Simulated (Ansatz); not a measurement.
Isolated molecules relaxed with PBE0-D4/def2-TZVP in Ansatz; ΔE leaves out vibrations. CCSD(T)/CBS is the MP2 limit (def2-TZVPP, def2-QZVPP) plus CCSD(T) − MP2 in def2-TZVPP, frozen cores. DFT in def2-TZVPP. For Ga outer-core shells are correlated without core-valence functions, which leaves a few kJ/mol of doubt a bond. Scalar relativity is left out up to krypton.

Consider the adduct formation: `O[SiH3]` + `[GaH3]` → `[SiH3][OH+][GaH3-]`.

(1) Is it downhill or uphill in electronic energy at CCSD(T)/CBS, and by how much? (An estimate is asked.)

(2) What do these levels give: revPBE-D4, CAM-B3LYP-D4, RPA@PBE/def2-TZVPP, MP2/def2-TZVPP, CCSD/def2-TZVPP, MP2/CBS(def2)? (Estimate.)

Largest T1 diagnostic among the species: 0.013.

## Answers

(1) Computed: Downhill: ΔE = -0.62 eV.

(2) The calculation gave: revPBE-D4 -0.56, CAM-B3LYP-D4 -0.62, RPA@PBE/def2-TZVPP -0.59, MP2/def2-TZVPP -0.64, CCSD/def2-TZVPP -0.60, MP2/CBS(def2) -0.62 eV.

Leaving LDA and LC-ωPBE aside and taking each functional with its dispersion term where it has one, the values, not all of them listed here, spread over 0.13 eV, from r2SCAN0-D4 to B2PLYP. LDA lies −0.34 eV from PBE without D4. In def2-TZVPP, CCSD(T) changes the Hartree–Fock value by −0.25 eV (the triples alone add −0.03 eV) and MP2 by −0.25 eV.
